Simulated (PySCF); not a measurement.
# HoS: one state, many levels of theory

State: sextet, about 10.1 electrons in the 4f shell (Mulliken), real f orbitals that mix terms. Set-up: Ho x2c-SVPall, S x2c-SVPall; spin-free X2C with a Gaussian nucleus (PySCF 2.14). De refers to Ho (4f11 6s2) + S in their high-spin ground configurations, without counterpoise correction. The functionals are run spin-unrestricted. A positive dipole means Ho(−)S(+). Levels whose curve was spin-contaminated or gave no clean fit are not listed.

| Level | Re (Å) | ωe (cm⁻¹) | De (eV) | μ (D) | CPU s a point (SCF and correlation, without the integrals) |
| --- | --- | --- | --- | --- | --- |
| UHF | 2.310 | 481 | n/a | -7.65 | 4.1 |
| UHF-MP2 | 2.253 | 490 | n/a | n/a | 6.9 |
| UHF-SCS-MP2 | 2.266 | 486 | n/a | n/a | n/a |
| PBE | 2.347 | 369 | 3.86 | -5.29 | 19 |
| r²SCAN | 2.302 | 410 | 4.27 | -5.96 | 37 |
| TPSSh | 2.295 | 428 | 3.96 | -5.98 | 17 |
| PBE0 | 2.273 | 471 | 3.94 | -6.26 | 12 |

The bond length runs from 2.253 Å (UHF-MP2) to 2.347 Å (PBE). De spans 3.86 eV (PBE, GGA) to 4.27 eV (r²SCAN, meta-GGA).

Correlated steps freeze 23 core orbitals. These are scalar-relativistic numbers at best; spin–orbit coupling would shift them, the dissociation energy most. Counting both spins, an empty level lies below a filled one in some of these solutions, because spin and occupation are held. The state is the lowest single determinant that the PBE0 search found; with open d or f shells the true ground state can be another one.

The whole job (state search and all levels along the bond) took about 24 min on 2 threads of Arm Neoverse V1 (shared host), peak memory 3.2 GiB.
